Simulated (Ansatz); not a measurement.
Cartesian coordinates (Å):
SMILES: [CH3][AlH][CH3]
```xyz
10

C      1.7021     0.1310    -0.0814
Al    -0.0513    -0.1706     0.7383
C     -1.6712    -0.0361    -0.3549
H      1.7574     1.1288    -0.5292
H      1.8782    -0.5769    -0.8981
H      2.5300     0.0371     0.6238
H     -0.1598    -0.5166     2.2848
H     -1.6076    -0.6808    -1.2373
H     -1.7972     0.9840    -0.7338
H     -2.5808    -0.3000     0.1879
```
Charge 0, spin multiplicity 1.

Method: frozen-core CCSD(T)/cc-pVTZ // B3LYP-D3(BJ)/def2-TZVP (Ansatz, an electronic-structure program).

The HF energy is -321.76783 Ha and the MP2 correlation energy is -0.44753 Ha.

Estimate the CCSD correlation energy, the (T) correction, the total energy and the T1 diagnostic.


| Quantity | Value |
|---|---|
| CCSD correlation energy | -0.48943 Ha |
| (T) correction | -0.01712 Ha |
| CCSD(T) total energy | -322.27438 Ha |
| T1 diagnostic | 0.009 |
